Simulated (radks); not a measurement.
Values are calculated unless marked as measured or tabulated.
Question: The table gives one normalised radial function P(r) = r R(r) of B3+ in [He] (r in bohr). Level of theory: non-relativistic Kohn-Sham, exchange-only B88, spin-polarised, spherical densities, point nucleus (a radial shooting solver on a logarithmic mesh with Libxc functionals).

r,P
0.016,0.3103
0.02018,0.3831
0.02545,0.4706
0.03209,0.5740
0.04015,0.6897
0.05063,0.8254
0.06386,0.9746
0.08053,1.1316
0.1016,1.2864
0.1281,1.4247
0.1615,1.5273
0.2037,1.5728
0.2569,1.5410
0.324,1.4197
0.4053,1.2204
0.5111,0.9512
0.6446,0.6594
0.8129,0.3949
1.025,0.1969
1.293,0.0780

Which n and l does it have? It may be an empty orbital.

Answer: n = 1, l = 0: the number of nodes gives n - l - 1 = 0, the rise at small r (about r^(l+1)) gives l, and the extent must fit the shell. The curve is that of 1s. 1s: eigenvalue -230.67 eV, 0 radial nodes, <r> = 0.326 bohr, 90 % of the charge inside 0.586 bohr.
